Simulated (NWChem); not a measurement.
System: C2H3BClF; SMILES C=CB(F)Cl

Here is an NWChem input.

```
start job
memory heap 200 mb stack 900 mb global 1100 mb
geometry units angstroms
  B     -0.158974    -0.378277     0.262148
  F     -0.529246    -1.090355     1.317972
  Cl     0.340857     1.234148     0.565472
  C     -0.192167    -1.011401    -1.154085
  C      0.158473    -0.377908    -2.272113
  H     -0.525170    -2.039888    -1.226804
  H      0.122169    -0.851378    -3.239754
  H      0.496060     0.645962    -2.250181
end
basis spherical
  * library def2-svp
end
dft
  xc pbe0
  iterations 150
end
driver
  maxiter 120
end
task dft optimize
task dft freq
```

Output (shortened):

```
             Northwest Computational Chemistry Package (NWChem) 7.3.0
             --------------------------------------------------------

 CS  symmetry detected

                             Geometry "geometry" -> ""
                             -------------------------

 Output coordinates in angstroms (scale by  1.889725989 to convert to a.u.)

  No.       Tag          Charge          X              Y              Z
 ---- ---------------- ---------- -------------- -------------- --------------
    1 B                    5.0000    -0.49704535     0.17589394     0.00000000
    2 F                    9.0000    -1.65262995     0.82669719     0.00000000
    3 Cl                  17.0000     0.92205649     1.13917002     0.00000000
    4 C                    6.0000    -0.47764477    -1.37564954     0.00000000
    5 C                    6.0000     0.62944419    -2.11632610     0.00000000
    6 H                    1.0000    -1.43616726    -1.88082117     0.00000000
    7 H                    1.0000     0.60330026    -3.19388693     0.00000000
    8 H                    1.0000     1.60600645    -1.65907275     0.00000000

 Effective nuclear repulsion energy (a.u.)     188.9279127907

      Symmetry information
      --------------------

 Group name             Cs
 Group number              2
 Group order               2
 No. of unique centers     8

                                Z-matrix (autoz)
                                --------

 Units are Angstrom for bonds and degrees for angles

      Type          Name      I     J     K     L     M      Value
      ----------- --------  ----- ----- ----- ----- ----- ----------
    1 Stretch                  1     2                       1.32624
    2 Stretch                  1     3                       1.71515
    3 Stretch                  1     4                       1.55166
    4 Stretch                  4     5                       1.33201
    5 Stretch                  4     6                       1.08350
    6 Stretch                  5     7                       1.07788
    7 Stretch                  5     8                       1.07831
    8 Bend                     1     4     5               124.50013
    9 Bend                     1     4     6               117.07426
   10 Bend                     2     1     3               116.44424
   11 Bend                     2     1     4               120.10378
   12 Bend                     3     1     4               123.45199
   13 Bend                     4     5     7               122.39389
   14 Bend                     4     5     8               121.12597
   15 Bend                     5     4     6               118.42561
   16 Bend                     7     5     8               116.48013
   17 Torsion                  1     4     5     7         180.00000
   18 Torsion                  1     4     5     8           0.00000
   19 Torsion                  2     1     4     5         180.00000
   20 Torsion                  2     1     4     6          -0.00000
   21 Torsion                  3     1     4     5           0.00000
   22 Torsion                  3     1     4     6         180.00000
   23 Torsion                  6     4     5     7          -0.00000
   24 Torsion                  6     4     5     8         180.00000

                           NWChem Geometry Optimization
                           ----------------------------

 maximum gradient threshold         (gmax) =   0.000450
 rms gradient threshold             (grms) =   0.000300
 maximum cartesian step threshold   (xmax) =   0.001800
 rms cartesian step threshold       (xrms) =   0.001200
 fixed trust radius                (trust) =   0.300000
 source of zmatrix                         =   autoz

          -------------------
          Energy Minimization
          -------------------

 Using diagonal initial Hessian
 Scaling for Hessian diagonals: bonds = 1.00  angles = 0.25  torsions = 0.10

          --------
          Step   0

                                 NWChem DFT Module
                                 -----------------

 Summary of "ao basis" -> "ao basis" (spherical)
 ------------------------------------------------------------------------------
       Tag                 Description            Shells   Functions and Types
 ---------------- ------------------------------  ------  ---------------------
 B                          def2-svp                 6       14   3s2p1d
 F                          def2-svp                 6       14   3s2p1d
 Cl                         def2-svp                 8       18   4s3p1d
 C                          def2-svp                 6       14   3s2p1d
 H                          def2-svp                 3        5   2s1p

      Symmetry analysis of basis
      --------------------------

        a'         65
        a"         24

            General Information
            -------------------
          SCF calculation type: DFT
          Wavefunction type:  closed shell.
          No. of atoms     :     8
          No. of electrons :    46
           Alpha electrons :    23
            Beta electrons :    23
          Charge           :     0
          Spin multiplicity:     1
          Use of symmetry is: on ; symmetry adaption is: on
          Maximum number of iterations: 150
          AO basis - number of functions:    89
                     number of shells:    41
          Convergence on energy requested:  1.00D-06
          Convergence on density requested:  1.00D-05
          Convergence on gradient requested:  5.00D-04

              XC Information
              --------------
                         PBE0 Method XC Functional
                     Hartree-Fock (Exact) Exchange  0.250
          PerdewBurkeErnzerhof Exchange Functional  0.750
            Perdew 1991 LDA Correlation Functional  1.000 local
           PerdewBurkeErnz. Correlation Functional  1.000 non-local

             Grid Information
             ----------------
          Grid used for XC integration:  medium
          Radial quadrature: Mura-Knowles
          Angular quadrature: Lebedev.
          Tag              B.-S. Rad. Rad. Pts. Rad. Cut. Ang. Pts.
          ---              ---------- --------- --------- ---------
          B                   0.85       49          10.0       434
          F                   0.50       49          12.0       434
          Cl                  1.00       88          11.0       590
          C                   0.70       49           9.0       434
          H                   0.35       45          11.0       434
          Grid pruning is: on
          Number of quadrature shells:   419
          Spatial weights used:  Erf1

      Superposition of Atomic Density Guess
      -------------------------------------

 Sum of atomic energies:        -659.86748332

      Non-variational initial energy
      ------------------------------

 Total energy =    -662.045914
 1-e energy   =   -1283.835277
 2-e energy   =     432.861451
 HOMO         =      -0.360092
 LUMO         =      -0.049898

      Symmetry analysis of molecular orbitals - initial
      -------------------------------------------------

  Numbering of irreducible representations:

     1 a'          2 a"

  Orbital symmetries:

     1 a'          2 a'          3 a'          4 a'          5 a'
     6 a'          7 a'          8 a"          9 a'         10 a'
    11 a'         12 a'         13 a'         14 a'         15 a'
    16 a"         17 a'         18 a'         19 a'         20 a"
    21 a'         22 a'         23 a"         24 a"         25 a"
    26 a'         27 a'         28 a'         29 a'         30 a'
    31 a'         32 a'         33 a'

   convergence    iter        energy       DeltaE   RMS-Dens  Diis-err
 ---------------- ----- ----------------- --------- --------- ---------
 d= 0,ls=0.0,diis     1   -662.2531375039 -8.51D+02  1.20D-02  5.85D-01
 d= 0,ls=0.0,diis     2   -662.2523977388  7.40D-04  6.16D-03  7.73D-01
 d= 0,ls=0.0,diis     3   -662.3216392252 -6.92D-02  1.37D-03  2.78D-02
 d= 0,ls=0.0,diis     4   -662.3234657305 -1.83D-03  5.40D-04  4.01D-03
 d= 0,ls=0.0,diis     5   -662.3239223385 -4.57D-04  1.13D-04  1.31D-04
  Resetting Diis
 d= 0,ls=0.0,diis     6   -662.3239361457 -1.38D-05  4.50D-05  2.32D-05
 d= 0,ls=0.0,diis     7   -662.3239392586 -3.11D-06  2.31D-05  1.46D-06
 d= 0,ls=0.0,diis     8   -662.3239389493  3.09D-07  1.47D-05  3.75D-06
 d= 0,ls=0.0,diis     9   -662.3239394505 -5.01D-07  1.85D-06  3.01D-08

[...]

      ----------------------
      Optimization converged
      ----------------------

  Step       Energy      Delta E   Gmax     Grms     Xrms     Xmax
  ---- ---------------- -------- -------- -------- -------- --------
@    5    -662.32561013 -1.4D-07  0.00003  0.00001  0.00024  0.00065
                                     ok       ok       ok       ok

                                Z-matrix (autoz)
                                --------

 Units are Angstrom for bonds and degrees for angles

      Type          Name      I     J     K     L     M      Value     Gradient
      ----------- --------  ----- ----- ----- ----- ----- ---------- ----------
    1 Stretch                  1     2                       1.32077    0.00001
    2 Stretch                  1     3                       1.76307   -0.00000
    3 Stretch                  1     4                       1.54641    0.00001
    4 Stretch                  4     5                       1.34060   -0.00003
    5 Stretch                  4     6                       1.09705    0.00001
    6 Stretch                  5     7                       1.09494    0.00001
    7 Stretch                  5     8                       1.09536    0.00001
    8 Bend                     1     4     5               123.49655    0.00000
    9 Bend                     1     4     6               117.67914   -0.00001
   10 Bend                     2     1     3               116.82035   -0.00000
   11 Bend                     2     1     4               120.46887    0.00000
   12 Bend                     3     1     4               122.71078    0.00000
   13 Bend                     4     5     7               122.28607    0.00001
   14 Bend                     4     5     8               120.96637   -0.00000
   15 Bend                     5     4     6               118.82431    0.00001
   16 Bend                     7     5     8               116.74756   -0.00000
   17 Torsion                  1     4     5     7         180.00000    0.00000
   18 Torsion                  1     4     5     8           0.00000    0.00000
   19 Torsion                  2     1     4     5         180.00000    0.00000
   20 Torsion                  2     1     4     6          -0.00000    0.00000
   21 Torsion                  3     1     4     5           0.00000    0.00000
   22 Torsion                  3     1     4     6         180.00000    0.00000
   23 Torsion                  6     4     5     7          -0.00000    0.00000
   24 Torsion                  6     4     5     8         180.00000    0.00000

                         Geometry "geometry" -> "geometry"
                         ---------------------------------

 Output coordinates in angstroms (scale by  1.889725989 to convert to a.u.)

  No.       Tag          Charge          X              Y              Z
 ---- ---------------- ---------- -------------- -------------- --------------
    1 B                    5.0000    -0.51006182     0.16794935     0.00000000
    2 F                    9.0000    -1.65443198     0.82738230     0.00000000
    3 Cl                  17.0000     0.96475347     1.13404697     0.00000000
    4 C                    6.0000    -0.49611993    -1.37840195     0.00000000
    5 C                    6.0000     0.62846000    -2.10815428     0.00000000
    6 H                    1.0000    -1.46299257    -1.89674125     0.00000000
    7 H                    1.0000     0.61519934    -3.20301828     0.00000000
    8 H                    1.0000     1.61251355    -1.62705821     0.00000000

 Effective nuclear repulsion energy (a.u.)     187.4537809950

      Symmetry information
      --------------------

 Group name             Cs
 Group number              2
 Group order               2
 No. of unique centers     8

                Final and change from initial internal coordinates
                --------------------------------------------------

                                Z-matrix (autoz)
                                --------

 Units are Angstrom for bonds and degrees for angles

[...]

 Rotational Constants
 --------------------
 A=   0.168266 cm-1  (  0.242092 K)
 B=   0.112147 cm-1  (  0.161351 K)
 C=   0.067296 cm-1  (  0.096821 K)

 Temperature                      =   298.15K
 frequency scaling parameter      =   1.0000

 Zero-Point correction to Energy  =   31.982 kcal/mol  (  0.050967 au)
 Thermal correction to Energy     =   35.401 kcal/mol  (  0.056415 au)
 Thermal correction to Enthalpy   =   35.993 kcal/mol  (  0.057358 au)

 Total Entropy                    =   75.502 cal/mol-K
   - Translational                =   39.452 cal/mol-K (mol. weight =  92.0000)
   - Rotational                   =   26.632 cal/mol-K (symmetry #  =        1)
   - Vibrational                  =    9.418 cal/mol-K

 Cv (constant volume heat capacity) =   17.687 cal/mol-K
   - Translational                  =    2.979 cal/mol-K
   - Rotational                     =    2.979 cal/mol-K
   - Vibrational                    =   11.728 cal/mol-K

[normal modes left out]

 ----------------------------------------------------------------------------
 Normal Eigenvalue ||           Projected Infra Red Intensities
  Mode   [cm**-1]  || [atomic units] [(debye/angs)**2] [(KM/mol)] [arbitrary]
 ------ ---------- || -------------- ----------------- ---------- -----------
    1       -0.000 ||    0.000948           0.022         0.925       0.258
    2        0.000 ||    0.000131           0.003         0.128       0.036
    3        0.000 ||    0.000071           0.002         0.069       0.019
    4        0.000 ||    0.000236           0.005         0.230       0.064
    5        0.000 ||    0.000207           0.005         0.202       0.056
    6        0.000 ||    0.000230           0.005         0.224       0.062
    7      109.031 ||    0.000022           0.001         0.021       0.006
    8      193.304 ||    0.000149           0.003         0.145       0.040
    9      374.163 ||    0.005890           0.136         5.742       1.600
   10      400.754 ||    0.000146           0.003         0.142       0.040
   11      455.969 ||    0.000992           0.023         0.967       0.269
   12      610.675 ||    0.018828           0.434        18.354       5.115
   13      689.492 ||    0.042055           0.970        40.997      11.425
   14      975.692 ||    0.064678           1.492        63.051      17.571
   15     1026.717 ||    0.031259           0.721        30.473       8.492
   16     1043.814 ||    0.012130           0.280        11.825       3.295
   17     1150.720 ||    0.239083           5.516       233.070      64.951
   18     1267.489 ||    0.065528           1.512        63.880      17.802
   19     1355.560 ||    0.165855           3.826       161.684      45.057
   20     1436.962 ||    0.157709           3.638       153.743      42.844
   21     1705.859 ||    0.065081           1.501        63.444      17.680
   22     3153.638 ||    0.007213           0.166         7.031       1.959
   23     3176.045 ||    0.002909           0.067         2.836       0.790
   24     3256.521 ||    0.002088           0.048         2.035       0.567
 ----------------------------------------------------------------------------
```

Level: PBE0/def2-SVP.
